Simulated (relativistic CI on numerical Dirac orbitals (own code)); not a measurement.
**Bi³⁷⁺: sensitivity of the levels to the model**

Base calculation: Dirac-Coulomb-Breit CI, KLI orbitals optimised for each configuration, QED by a radiative potential, unscaled Slater integrals.

Configurations in the expansion (outside the closed core [Ar] 3d10): 4s2 4p6 4d10, 4s2 4p6 4d9 4f, 4s2 4p5 4d10 4f, 4s 4p6 4d10 4f, 4s2 4p6 4d9 5s, 4s2 4p6 4d9 5p, 4s2 4p6 4d9 5d, 4s2 4p5 4d10 5s, 4s2 4p6 4d9 5f, 4s2 4p5 4d10 5p, 4s2 4p6 4d9 5g, 4s2 4p6 4d9 6s, 4s2 4p5 4d10 5d, 4s 4p6 4d10 5s, 4s2 4p6 4d9 6p, 4s2 4p6 4d9 6d, 4s 4p6 4d10 5p, 4p6 4d10 4f2, 4p6 4d9 4f3, 4p5 4d10 4f3, 4p6 4d9 4f2 5s, 4p6 4d9 4f2 5p, 4p6 4d9 4f2 5d. Double excitations out of closed p, d and f shells are left out; levels of such configurations are missing from the list, as are those of other unlisted configurations, and high levels can miss mixing partners. These lack a partner that the ground configuration has and come out too high: 4s2 4p5 4d10 5s, 4s2 4p6 4d9 5f, 4s2 4p5 4d10 5p, 4s2 4p6 4d9 5g, 4s2 4p6 4d9 6s.

The lowest level and the first level of each name with at least 55 % of one term (blank where a level has no safe partner in the second run):

```tsv
Level	Base (eV)	Shift (eV)
4s2 4p6 4d10 1S_0	0.000	0.000
4s2 4p6 4d9 4f 3P°_0	234.422	+1.223
4s2 4p6 4d9 4f 3P°_1	237.698	+1.002
4s2 4p6 4d9 4f 3H°_5	242.874	+0.364
4s2 4p6 4d9 4f 3F°_3	246.809	+0.024
4s2 4p6 4d9 4f 3H°_6	248.742	+0.545
4s2 4p6 4d9 4f 3F°_4	254.631	-0.011
4s2 4p6 4d9 4f 3G°_5	256.762	-0.236
4s2 4p6 4d9 4f 3D°_1	261.418	+0.095
4s2 4p6 4d9 4f 3H°_4	272.830	+0.382
4s2 4p6 4d9 4f 3G°_3	281.215	-0.387
4s2 4p6 4d9 4f 1P°_1	322.222	-5.413
4s2 4p5 4d10 4f 3D_1	489.412	+0.807
4s2 4p5 4d10 4f 3D_2	494.471	+0.428
4s2 4p5 4d10 4f 3G_4	495.359	+0.179
4s2 4p5 4d10 4f 3G_5	500.834	+0.409
4s2 4p5 4d10 4f 3F_4	508.671	-0.368
4s2 4p5 4d10 4f 1D_2	511.741	-0.781
4s2 4p6 4d9 5s 3D_3	542.869	+0.111
4s2 4p6 4d9 5s 1D_2	544.148	-0.017
4s2 4p6 4d9 5s 3D_1	574.055	+0.099
4s2 4p6 4d9 5s 3D_2	574.972	-0.007
```

At this charge energies of transitions that change n are usually good to better than 1 %, and those within a shell (Δn = 0) to a few per cent.

(1) One thing was changed in a second run, which moved the levels as shown. Which?
A. Breit term removed
B. valence Slater integrals scaled by 0.9
C. one mean potential for all configurations
D. QED terms removed
E. configuration mixing switched off

Results:

(1) B. Valence Slater integrals scaled by 0.9. Scaling acts on the splittings between terms and on the mixing, and leaves the fine structure of pure LS terms nearly alone; in jj coupling it moves the levels of one term differently.

LS names give the leading component of a level, which can be under half, so a name can repeat, a term be missing and a line seem to break the LS rules.
